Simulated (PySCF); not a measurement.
```xyz
9

O      1.0985     0.5817    -1.5881
Si     1.4861     0.2431    -0.1237
O      0.1352    -0.1704     0.8237
Si    -1.3960    -0.2343     0.3151
H      2.1148     1.3429     0.6951
H      2.3937    -0.9423     0.0924
H     -2.2366    -0.6515     1.4773
H     -1.9469     1.0669    -0.1402
H     -1.6487    -1.2359    -0.7508
```

Charge -1, multiplicity 1.

**Question.** Give the Mulliken and meta-Löwdin atomic charges from CAM-B3LYP-D3(BJ)/def2-TZVPD (PySCF).

**Answer.** 
```csv
atom,Mulliken (e),meta-Löwdin (e)
O1,-0.71,-1.01
Si2,0.20,1.03
O3,-0.11,-0.87
Si4,0.29,0.79
H5,-0.14,-0.23
H6,-0.14,-0.23
H7,-0.15,-0.17
H8,-0.12,-0.15
H9,-0.12,-0.15
```
